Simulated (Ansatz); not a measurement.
Basis-set series for BH6NSi2, SMILES `[SiH3][SiH]1BN1`. Total charge 0; spin multiplicity 1. The geometry is a stationary point of PBE0-D4/def2-TZVP.

```xyz
10

Si   -1.234    1.269    0.534
Si    0.663    0.275   -0.390
B     0.736   -1.504   -1.158
N     1.014   -1.361    0.178
H    -1.004    1.716    1.936
H    -1.623    2.460   -0.270
H    -2.358    0.295    0.525
H     1.844    1.185   -0.367
H     0.689   -2.391   -1.947
H     1.273   -1.945    0.958
```

| functional | basis | functions | energy (Eh) | HOMO (eV) | LUMO (eV) |
| --- | --- | --- | --- | --- | --- |
| PBE0-D4 | def2-SVP | 94 | -661.60249 | -6.98 | -0.41 |
| PBE0-D4 | def2-QZVPP | 434 | -661.92213 | -6.98 | -0.72 |
| ωB97M-V | def2-SVP | 94 | -661.84955 | -8.98 | 1.51 |
| ωB97M-V | def2-QZVPP | 434 | -662.17270 | -9.01 | 0.93 |

(1) Give the rows for def2-TZVPP. (Best estimate.)

## Answers

(1) Ansatz gave: 
```json
{"functional": "PBE0-D4", "basis": "def2-TZVPP", "functions": "230", "energy (Eh)": "-661.89774", "HOMO (eV)": "-6.97", "LUMO (eV)": "-0.66"}
{"functional": "ωB97M-V", "basis": "def2-TZVPP", "functions": "230", "energy (Eh)": "-662.14994", "HOMO (eV)": "-9.00", "LUMO (eV)": "1.12"}
```

Positive LUMOs are unbound and depend on the basis.
